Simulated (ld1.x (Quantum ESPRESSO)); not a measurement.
**cobalt: one change to a TM semilocal potential, before and after**

```json
{
 "Element": "cobalt",
 "Generator": "ld1.x (Quantum ESPRESSO) 7.5",
 "Type": "norm-conserving Troullier–Martins (semilocal form)",
 "Functional": "PBE",
 "Relativity": "scalar-relativistic",
 "Frozen core": "[Ne]",
 "Valence charge": "17",
 "Reference configuration": "3s2 3p6 3d7 4s0 4p0 (charge +2)",
 "Partial waves": "3p (bound): rc 1.20 bohr; 3d (bound): rc 1.00 bohr; 3s (bound): rc 0.80 bohr",
 "Local potential": "the s channel",
 "Core correction": "Bessel-smoothed model core inside 0.35 bohr"
}
```

Change: all radii but the core radius scaled by about 0.83 (s 0.66, p 1.00, d 0.82 bohr).

Cutoffs: the cutoffs (Ry, on a coarse ladder) from which the occupation-weighted sum of valence levels, in a spherical-Bessel basis at the reference potential, stays within 10 and 1 mRy of its value at 400 Ry; they do not see the model core or the augmentation charge, which bear on the density cutoff. Errors are all-electron minus pseudo energies relative to the spin-unpolarised reference configuration.

Problem. Predict the effect on cutoff, ghosts and configuration errors.

Solution. Of the 7 tests that both files solve, the error grows in 1 and shrinks in 6 by more than 15 % and 0.3 meV (median size 82.1 → 60.1 meV); neither file shows a bound ghost. A semilocal file is local in each channel, so a ghost entry of none says nothing of the separable form that plane-wave codes build from it.

```csv
quantity,base,changed
"cutoff, loose",230 Ry,300 Ry
"cutoff, tight",over 300 Ry,over 300 Ry
loose cutoff by channel (10 mRy a level),"p 70 Ry, d 180 Ry, s 180 Ry","p 70 Ry, d 230 Ry, s 200 Ry"
bound ghosts,none,none
"error for 3s2 3p6 3d7 4s2 4p0, meV [ΔE -25.82 eV]",+127,+93
"error for 3s2 3p6 3d7 4s1 4p0, meV [ΔE -16.79 eV]",+82,+60
"error for 3s2 3p6 3d6 4s0 4p0, meV [ΔE 35.87 eV]",-3.7,+0.4
"error for 3s2 3p6 3d6 4s2 4p1, meV [ΔE -16.16 eV]",+226,+166
"error for 3s2 3p6 3d7 4s0 4p2, meV [ΔE -16.84 eV]",+52,+35
"error for 3s2 3p6 3d5 4s0 4p0, meV [ΔE 91.22 eV]",+4.2,+8.9
"error for 3s2 3p5 3d7 4s2 4p0, meV [ΔE 47.71 eV]",+201,+155
```
